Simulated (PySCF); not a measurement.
Two species compared at the same levels of theory.

First species: diphosphine, P2H4.
SMILES: `PP`

Second species: C₅H₈Cl₂Si.
InChI=1S/C5H8Cl2Si/c6-4-3-1-5(4,7)8-2-3/h3-4H,1-2,8H2/t3-,4-,5-/m1/s1

Levels: wB97X-D/def2-SVPD for HOMO energy, LUMO energy, HOMO–LUMO gap and static isotropic polarisability; TDDFT wB97X-D/def2-SVPD for lowest singlet excitation; TDA wB97X-D/def2-SVPD for lowest triplet excitation (Tamm–Dancoff). Geometries: GFN2-xTB. Each species is one conformer at its optimised geometry, gas phase, non-relativistic unless stated; the electronic structure was computed with PySCF and density fitting.

Dipoles, sizes and rotational constants follow the conformer. The torsions of the flexible species, by atom-mapped SMILES:
- `[PH2:1][PH2:2]`: H–P1–P2–H 180°, H–P1–P2–H 87°

The conformers of `Cl[C@@H]1[C@H]2C[SiH2][C@]1(Cl)C2` aren't listed.

```json
{"property": "HOMO energy", "column X": "-8.58 eV", "column Y": "-9.44 eV"}
{"property": "LUMO energy", "column X": "1.80 eV", "column Y": "1.49 eV"}
{"property": "HOMO–LUMO gap", "column X": "10.38 eV", "column Y": "10.93 eV"}
{"property": "lowest singlet excitation", "column X": "6.01 eV", "column Y": "6.68 eV"}
{"property": "lowest triplet excitation (Tamm–Dancoff)", "column X": "4.87 eV", "column Y": "6.16 eV"}
{"property": "static isotropic polarisability", "column X": "54.0 au", "column Y": "104.0 au"}
```

**Question.** Which column belongs to which species?

**Answer.** Column X is the first species and column Y the second. The first has 6 atoms and 34 electrons, the second 16 and 86.

**Question.** How does each property change from the first species to the second?

**Answer.** HOMO energy -0.86 eV; LUMO energy -0.31 eV; HOMO–LUMO gap +0.55 eV; lowest singlet excitation +0.67 eV; lowest triplet excitation (Tamm–Dancoff) +1.29 eV; static isotropic polarisability +50.0 au.

On the first: In wavenumbers S1 is 48400 cm⁻¹ (1 eV = 8065.54 cm⁻¹). S1 lies 4.37 eV below the HOMO–LUMO gap; its leading configuration is HOMO→LUMO, weight 0.95.

On the second: No computed singlet falls in the visible range (750 to 380 nm, 1.65 to 3.26 eV); S1 lies 3.42 eV above its blue end. The polarisability is 15.41 Å³ as a volume (1 au = 0.148185 Å³), or 1.21 au for each of the 86 electrons.
